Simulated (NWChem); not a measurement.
Species: C3H7Al; SMILES C=[CH][AlH][CH3]

```xyz
11

Al    -0.4513     0.4902     0.0014
H     -2.0496     0.3239    -0.0006
C      0.3744     2.2744    -0.0009
H      0.0237     2.8767     0.8654
H      0.0759     2.8455    -0.9074
H      1.4828     2.2492     0.0307
C      0.5748    -1.1779     0.0017
C     -0.0593    -2.3749    -0.0015
H      1.6827    -1.2071     0.0040
H      0.4763    -3.3435    -0.0019
H     -1.1634    -2.4473    -0.0038
```
Atoms are numbered in this order, from 1.

Results from NWChem. The geometry was optimised at PBE-D3(BJ)/def2-SVP. Level B3LYP/def2-SVP: energy and gradient on several grids; changes count from the extra-fine grid, which is no exact limit either.

```
grid     size of the energy change (μHa)  largest change of a gradient component (μHa/bohr)  time, medium = 1 (rough)
-------  -------------------------------  -------------------------------------------------  ------------------------
xcoarse                             2000                                               3000                   about 1
coarse                                30                                                400                   about 1
medium                              < 10                                                 70                   about 1
fine                                < 10                                               < 30                   about 1
xfine                               < 10                                               < 30                         2
```
